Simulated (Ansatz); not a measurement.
Species: sum formula MoOF$_{2}$, net charge 0, triplet state. The spin state was set by rule; other spins were not relaxed. SMILES: [O]=[Mo]([F])[F]
Coordinates optimised at B3LYP-D3(BJ)/def2-TZVP (Ansatz, a first-principles code):
```
Mo
O 1 1.6642
F 1 1.8822 2 121.93
F 1 1.8822 2 121.93 3 -180.00
```
Charge 0, spin multiplicity 3.

Task: Give the harmonic wavenumbers at B3LYP-D3(BJ)/def2-TZVP (Ansatz, finite differences of forces, unscaled).

Result: 150, 167, 205, 652, 664, 1058 cm⁻¹. Zero-point energy 4.1 kcal/mol.

Task: From these and the geometry, give the ideal-gas thermochemistry at 298.15 K and 1 atm (rigid rotor, harmonic oscillator).

Result: Point group C2v, rotational symmetry number 2. Rotational constants 6.229, 5.213, 2.838 GHz. S(trans) 40.93, S(rot) 24.28, S(vib) 8.02, S(elec, spin only) 2.18, S 75.4 cal/(mol K). H(298) - H(0) 3.69 kcal/mol; G - E(el) -14.7 kcal/mol.
